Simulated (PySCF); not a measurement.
## MgHg⁺: from constants to spectrum

UHF-CCSD(T) constants of MgHg⁺, ²Σ⁺ (doublet), unpaired electrons σ ↑ (Mg def2-SVP, Hg def2-SVP with ECP60; scalar-relativistic core potentials (PySCF 2.14); masses 23.9850 and 201.9706 u):

* ωe: 158.6 cm⁻¹
* ωexe: 1.3 cm⁻¹
* Be: 0.092674 cm⁻¹
* αe: 0.000875 cm⁻¹
* D (centrifugal): 1.26e-07 cm⁻¹
* De to Mg⁺ + Hg: 0.60 eV

(1) Give the vibrational terms G(v) and spacings up to v = 6.

(2) How well does the Morse estimate ωe²/(4ωexe) reproduce De, and what is D0?

Correlated steps freeze 1 core orbital. Correlated levels converge slowly with the basis: in double zeta they bind strong bonds too weakly, by up to about 1 eV, and carry superposition errors of some tenths. Spin–orbit coupling is left out. For an ion De counts to the pair picked by the measured ionisation energies or electron affinities, which need not be the lowest pair at this level. The state was picked by a PBE0 search and need not be the measured ground state.

Answers

(1) G(v) = ωe(v+½) − ωexe(v+½)².

| v | G(v) (cm⁻¹) | G(v) − G(v−1) | Bv (cm⁻¹) |
| --- | --- | --- | --- |
| 0 | 79.0 |  | 0.09224 |
| 1 | 235.0 | 156.0 | 0.09136 |
| 2 | 388.4 | 153.4 | 0.09049 |
| 3 | 539.2 | 150.8 | 0.08961 |
| 4 | 687.4 | 148.2 | 0.08874 |
| 5 | 833.0 | 145.6 | 0.08786 |
| 6 | 976.0 | 143.0 | 0.08699 |

(2) It gives 0.60 eV, 100 % of the computed De. D0 = De − G(0) = 0.60 − 0.01 = 0.59 eV.
